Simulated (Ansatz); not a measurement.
A geometry relaxed with B3LYP-D3(BJ)/def2-TZVP (Ansatz, a first-principles code), charge 0, multiplicity 1:

```xyz
10

H      2.0201     0.6640     0.2964
B      0.0004    -0.0002    -0.0007
N      1.3635    -0.0844     0.4217
H      0.0261     2.0748    -0.5571
N     -0.8462    -1.1481     0.0856
N     -0.5147     1.2312    -0.5102
H     -1.4743     1.3582    -0.7737
H     -0.5470    -2.0217     0.4776
H      1.7951    -0.9460     0.7015
H     -1.8232    -1.1277    -0.1411
```

### Question
Write the SMILES of this molecule.

### Answer
`NB(N)N`
